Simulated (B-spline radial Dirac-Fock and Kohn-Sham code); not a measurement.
# How the levels of bismuth move as electrons are removed

Calculated with a B-spline atomic structure program, using Dirac-Fock (average of configuration) total-energy differences with a finite nucleus, the Breit interaction including its frequency dependence, and self-energy and vacuum-polarisation corrections. Each ion is free and in its tabulated ground configuration. Electron correlation is not included.

Reference: Bi²⁰⁺, [Kr] 4d10 4f14 5s2 5p1, with L2 16208.7 eV, M3 3665.9 eV, M4 3174.1 eV, N2 1282.2 eV, N3 1151.8 eV, Kα1 (K-L3) 77111.1 eV, Kβ1 (K-M3) 87359.6 eV, Lα1 (L3-M5) 10848.8 eV. Shifts from it, in eV (a dash: the subshell is empty, belongs to an open shell averaged over j, or its hole state is left out as unreliable):

```
  ion       configuration      L2      M3      M4      N2      N3    Kα1    Kβ1    Lα1
Bi²¹⁺  [Kr] 4d10 4f14 5s2   +36.9   +35.0   +35.3   +33.3   +33.1  +1.79  +3.50  +1.40
Bi²⁴⁺      [Kr] 4d10 4f13  +173.3  +168.3  +169.3  +156.4  +154.1  +4.21  +8.74  +3.66
Bi²⁵⁺      [Kr] 4d10 4f12  +231.9  +227.6  +228.7  +208.6  +204.9  +3.00  +7.00  +3.12
Bi²⁶⁺      [Kr] 4d10 4f11  +292.1  +288.5  +289.6  +261.8  +256.6  +1.73  +5.29  +2.64
Bi²⁷⁺      [Kr] 4d10 4f10  +353.8  +350.8  +352.0  +316.0  +309.2  +0.40  +3.61  +2.22
Bi²⁸⁺       [Kr] 4d10 4f9       ?       ?       ?       ?       ?      ?      ?      ?
Bi²⁹⁺       [Kr] 4d10 4f8  +481.8  +479.8  +481.3  +427.3  +417.2  -2.44  +0.37  +1.60
Bi³⁰⁺       [Kr] 4d10 4f7  +548.1  +546.4  +548.1  +484.3  +472.4  -3.94  -1.16  +1.42
```

Q: Give the missing shifts for Bi²⁸⁺.

A: L2 +417.0, M3 +414.6, M4 +415.9, N2 +371.2, N3 +362.7, Kα1 -0.99, Kβ1 +1.97, Lα1 +1.87 (eV).

Over this range L2 (2p1/2) moves by +548.1 eV and Kα1 by -3.9 eV: a line is a difference of two levels that shift in the same direction.
